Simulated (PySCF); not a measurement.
## Exercise with solution: oscillator strength and radiative lifetime

Mg(iPr)(OH) (C3H8MgO), SMILES C[CH](C)[Mg][OH].

Coordinates come from a r2SCAN-D4/def2-SVP optimisation. The values are those of a single conformer.

TDA-B3LYP/def2-SVPD in PySCF puts the first singlet state with f over 0.02 at 4.74 eV (vertical), with the transition dipole (1.226, 0.078, 0.000) in atomic units.

Question: Find the oscillator strength, the wavelength and the radiative lifetime that this transition would have in vacuum if emission retraced absorption.

Answer: 
|μ|² = 1.5092 au, so |μ| = 3.12 D. ΔE = 4.74/27.211 = 0.1742 hartree. f = (2/3) ΔE |μ|² = 0.175 (the program prints 0.175).
λ = 1239.84/4.74 = 262 nm; ν = 38231 cm⁻¹.
Einstein's coefficient A = 0.6670 ν² f s⁻¹ (ν in cm⁻¹) = 1.7e8 s⁻¹, so τ = 1/A = 5.9 ns. This state is S1. The figure is the radiative limit of this one transition; relaxation, internal conversion, crossing to triplets and a medium change what is measured.
